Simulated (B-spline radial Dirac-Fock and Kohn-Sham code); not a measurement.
Level of theory: Dirac-Fock (average of configuration) total-energy differences with a finite nucleus, the Breit interaction including its frequency dependence, and self-energy and vacuum-polarisation corrections; a radial atomic solver. Free neutral atoms.

Question: Order these X-ray lines by photon energy, lowest first.
A. La Mζ1
B. As Lα2
C. Ge Lα2
D. Cu Lβ4
E. Tm Mζ1
F. Lu Mβ

Answer: A (629.4 eV), D (1020.7 eV), E (1129.5 eV), C (1189.6 eV), B (1283.2 eV), F (1634.1 eV).

Values without a named source are computed, but for edge energies of neutral atoms, which are taken from tables.
